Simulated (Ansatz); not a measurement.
`[OH][Al]([Cl])[CH2][SiH3]` + H₂ → `[OH][AlH][Cl]` + `C[SiH3]` at 600 K and 1 bar (hydrogenolysis of the Al–C bond).

Computed with Ansatz on PBE0-D4/def2-TZVP structures; ΔE is electronic, products minus reactants. CBS: MP2 limit from def2 TZ/QZ plus the TZ coupled-cluster correction, frozen cores. This one scheme is used for every species. Each species was taken in one conformer, which may not be the lowest.

```json
{"species": "`[OH][Al]([Cl])[CH2][SiH3]`", "CCSD(T)/CBS energy (Eh)": "-1107.85855", "H − E (kJ/mol)": "248.4", "S (J/(mol·K))": "502.8"}
{"species": "H₂", "CCSD(T)/CBS energy (Eh)": "-1.17544", "H − E (kJ/mol)": "43.9", "S (J/(mol·K))": "150.8"}
{"species": "`[OH][AlH][Cl]`", "CCSD(T)/CBS energy (Eh)": "-778.29577", "H − E (kJ/mol)": "96.1", "S (J/(mol·K))": "342.8"}
{"species": "`C[SiH3]`", "CCSD(T)/CBS energy (Eh)": "-330.73916", "H − E (kJ/mol)": "199.7", "S (J/(mol·K))": "315.0"}
```

H − E and S are ideal-gas, rigid-rotor, harmonic terms from PBE0-D4/def2-TZVP, for one conformer and one mirror image of each species. For small species the MP2-based limit differs from directly extrapolated CCSD(T) by up to some mEh (0.8 for H₂); such offsets cancel only in part. 1 Eh = 2625.50 kJ/mol, R = 8.31446 J/(mol·K).

Q: By hand: ΔE, ΔH, ΔS and ΔG.

A: ΔE = (-778.29577) + (-330.73916) − (-1107.85855) − (-1.17544) = -0.00094 Eh = -2.5 kJ/mol. Δ(H − E) = 96.1 + 199.7 − 248.4 − 43.9 = 3.5, so ΔH = 1.0 kJ/mol. ΔS = 342.8 + 315.0 − 502.8 − 150.8 = 4.2 J/(mol·K). ΔG = 1.0 − 600 × (4.2)/1000 = -1.5 kJ/mol.

Q: By hand: the equilibrium constant, and the temperature at which ΔG would vanish if ΔH and ΔS stayed fixed.

A: log₁₀ K = −ΔG/(RT ln 10) = 0.1. ΔG = 0 at ΔH/ΔS = 238 K, though so small a ΔH makes that figure unsure.

TΔS isn't small against ΔH here. The sign of ΔG lies within the doubt. A doubt of 5 kJ/mol in ΔE shifts log₁₀ K by 0.4 here. Other conformers and mirror images would add mixing entropy, several J/(mol·K) or more a flexible species. Modes under 60 cm⁻¹, often nearly free rotors, make the harmonic entropy too high. These are equilibria of isolated gas molecules and say nothing of rates. Largest T1 diagnostic: 0.011 (customary marks: 0.02 for closed shells, 0.045 for open ones).
